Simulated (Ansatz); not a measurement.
# Exact exchange and the HOMO–LUMO gap of C3H10Si (trimethylsilane)

C3H10Si: 14 atoms, total charge 0, spin state singlet. SMILES: `C[SiH](C)C`. The shape is that of a PBE0-D4/def2-TZVP optimisation.

The HOMO–LUMO gap y, in eV, basis cc-pVDZ; a is the functional's share of exact exchange. Programs: Ansatz 0.2.0.

```
functional  program     a  y (eV)
    revPBE   Ansatz     0    8.11
      BLYP   Ansatz     0    7.89
     B3LYP   Ansatz   0.2    9.64
      PBE0   Ansatz  0.25   10.23
   r2SCAN0   Ansatz  0.25       ?
     BHLYP   Ansatz   0.5   12.13
```

Fit y = c + s·a to the known rows and predict r2SCAN0.


1. Means of the 5 rows: a = 0.1900, y = 9.600.
2. Σ(Δa)² = 0.172, Σ(Δa·Δy) = 1.4305, so the slope is 1.4305/0.172 = 8.3169.
3. Intercept: 9.600 − (8.3169) × 0.1900 = 8.020. The largest residual of the fit is 0.13.
4. r2SCAN0: 8.020 + (8.3169) × 0.25 = 10.10 eV.

The run gave 10.86 eV, so the prediction is off by -0.76 eV, more than the largest residual. Exact exchange lowers occupied levels and raises empty ones. The rows mix families of semi-local functionals, which the line can't see.
